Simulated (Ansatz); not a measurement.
Consider the ligand exchange at the Al–C bond: `[CH3][AlH][Cl]` + `OBS` → `SB[O][AlH][Cl]` + CH₄.

Gas-phase electronic energies from Ansatz, PBE0-D4/def2-TZVP geometries. CBS: MP2 limit from def2 TZ/QZ plus the TZ coupled-cluster correction, frozen cores. This one scheme is used for every species. Functionals use def2-TZVPP. One conformer a species, not always the lowest.

```csv
species,ωB97X-V energy (Eh)
`[CH3][AlH][Cl]`,-743.12989
`OBS`,-500.10691
`SB[O][AlH][Cl]`,-1202.77559
CH₄,-40.51649
```

Work out ΔE.

ΔE = (-1202.77559) + (-40.51649) − (-743.12989) − (-500.10691) = -0.05528 Eh = -145.1 kJ/mol. CCSD(T)/CBS gives -148.1 kJ/mol.

Largest T1 diagnostic among the species: 0.013.

From PBE to PBE0 (25 % exact exchange), in def2-TZVPP and without D4, ΔE moves by −4.2 kJ/mol. In def2-TZVPP, CCSD(T) changes the Hartree–Fock value by +15.4 kJ/mol (the triples alone add +2.0 kJ/mol) and MP2 by +12.8 kJ/mol.
